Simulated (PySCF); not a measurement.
diboron tetrafluoride (B2F4), singlet, at a GFN2-xTB geometry; PBE/6-311G** run with PySCF.

PySCF was given this input:
```python
from pyscf import gto, scf, dft

mol = gto.M(
    atom='''
F    -1.57687192   -0.88397762    0.67596973
B    -0.85633163   -0.05002954   -0.04294302
F    -1.59357022    0.69875058   -0.83495995
B     0.85633163    0.05002954    0.04294302
F     1.66879536   -0.66020456   -0.71002010
F     1.50164678    0.84543160    0.86901032
''',
    basis='6-311g**',
    verbose=4,
)

mf = dft.RKS(mol)
mf.xc = 'pbe'
mf.kernel()
```

The log (banner, timings and long lists left out):

```
PySCF version 2.14.0

[INPUT] verbose = 4
[INPUT] num. atoms = 6
[INPUT] num. electrons = 46
[INPUT] charge = 0
[INPUT] spin (= nelec alpha-beta = 2S) = 0
[INPUT] symmetry False subgroup None
[INPUT] Mole.unit = angstrom
[INPUT] Symbol           X                Y                Z      unit          X                Y                Z       unit  Magmom
[INPUT]  1 F     -1.576871920000  -0.883977620000   0.675969730000 AA   -2.979856062317  -1.670475602045   1.277397658196 Bohr   0.0
[INPUT]  2 B     -0.856331630000  -0.050029540000  -0.042943020000 AA   -1.618232252502  -0.094542128738  -0.081150546762 Bohr   0.0
[INPUT]  3 F     -1.593570220000   0.698750580000  -0.834959950000 AA   -3.011411276063   1.320447225581  -1.577845630481 Bohr   0.0
[INPUT]  4 B      0.856331630000   0.050029540000   0.042943020000 AA    1.618232252502   0.094542128738   0.081150546762 Bohr   0.0
[INPUT]  5 F      1.668795360000  -0.660204560000  -0.710020100000 AA    3.153566188345  -1.247605804589  -1.341743531936 Bohr   0.0
[INPUT]  6 F      1.501646780000   0.845431600000   0.869010320000 AA    2.837701150035   1.597634181053   1.642191504221 Bohr   0.0

nuclear repulsion = 203.26419077483
number of shells = 48
number of NR pGTOs = 186
number of NR cGTOs = 108
basis = 6-311g**
ecp = {}

******** <class 'pyscf.dft.rks.RKS'> ********
method = RKS
initial guess = minao
damping factor = 0
level_shift factor = 0
DIIS = <class 'pyscf.scf.diis.CDIIS'>
diis_start_cycle = 1
diis_space = 8
diis_damp = 0
SCF conv_tol = 1e-09
SCF conv_tol_grad = None
SCF max_cycles = 50
direct_scf = True
direct_scf_tol = 1e-13
XC library pyscf.dft.libxc version 7.1.2
    S. Lehtola, C. Steigemann, M. J. T. Oliveira, and M. A. L. Marques,  SoftwareX 7, 1–5 (2018)
XC functionals = pbe
    J. P. Perdew, K. Burke, and M. Ernzerhof,  Phys. Rev. Lett. 77, 3865 (1996)
    J. P. Perdew, K. Burke, and M. Ernzerhof,  Phys. Rev. Lett. 78, 1396 (1997)
    J. P. Perdew, K. Burke, and M. Ernzerhof,  Phys. Rev. Lett. 77, 3865 (1996)
    J. P. Perdew, K. Burke, and M. Ernzerhof,  Phys. Rev. Lett. 78, 1396 (1997)
radial grids:
    Treutler-Ahlrichs [JCP 102, 346 (1995); DOI:10.1063/1.469408] (M4) radial grids

becke partition: Becke, JCP 88, 2547 (1988); DOI:10.1063/1.454033
pruning grids: <function nwchem_prune>
grids dens level: 3
symmetrized grids: False
atomic radii adjust function: <function treutler_atomic_radii_adjust>
small_rho_cutoff = 0
Set gradient conv threshold to 3.16228e-05
Initial guess from minao.
tot grids = 85144
init E= -449.544861394156
  HOMO = -0.362279591560856  LUMO = -0.0918108629628865  gap/eV = 7.35983
cycle= 1 E= -448.840327870858  delta_E= 0.705  |g|= 0.911  |ddm|= 2.34
  HOMO = -0.253862415694001  LUMO = -0.055468118018741  gap/eV = 5.39858
cycle= 2 E= -448.412951470479  delta_E= 0.427  |g|= 1.91  |ddm|= 1.43
  HOMO = -0.294195554463471  LUMO = -0.054349807874159  gap/eV = 6.52654
cycle= 3 E= -448.961227621873  delta_E= -0.548  |g|= 0.0687  |ddm|=    1
  HOMO = -0.312616450484803  LUMO = -0.070469372783942  gap/eV = 6.58916
cycle= 4 E= -448.962492306369  delta_E= -0.00126  |g|= 0.0236  |ddm|= 0.0924
  HOMO = -0.309256158917531  LUMO = -0.0674187278674898  gap/eV = 6.58073
cycle= 5 E= -448.962610374634  delta_E= -0.000118  |g|= 0.00344  |ddm|= 0.019
  HOMO = -0.309185507377855  LUMO = -0.0673628236491863  gap/eV = 6.58033
cycle= 6 E= -448.962612263576  delta_E= -1.89e-06  |g|= 0.000408  |ddm|= 0.00161
  HOMO = -0.30920157759499  LUMO = -0.0673676043096932  gap/eV = 6.58064
cycle= 7 E= -448.962612288648  delta_E= -2.51e-08  |g|= 5.82e-05  |ddm|= 0.00024
  HOMO = -0.30920189560829  LUMO = -0.0673677488346568  gap/eV = 6.58064
cycle= 8 E= -448.962612288849  delta_E= -2.01e-10  |g|= 4.45e-05  |ddm|= 4.81e-05
  HOMO = -0.309201893311574  LUMO = -0.0673677412670573  gap/eV = 6.58064
cycle= 9 E= -448.962612289147  delta_E= -2.98e-10  |g|= 1.86e-06  |ddm|= 2.17e-05
  HOMO = -0.309201561442414  LUMO = -0.0673674933584513  gap/eV = 6.58064
Extra cycle  E= -448.962612289144  delta_E= 2.5e-12  |g|= 2.24e-06  |ddm|= 2.3e-06
converged SCF energy = -448.962612289144
```
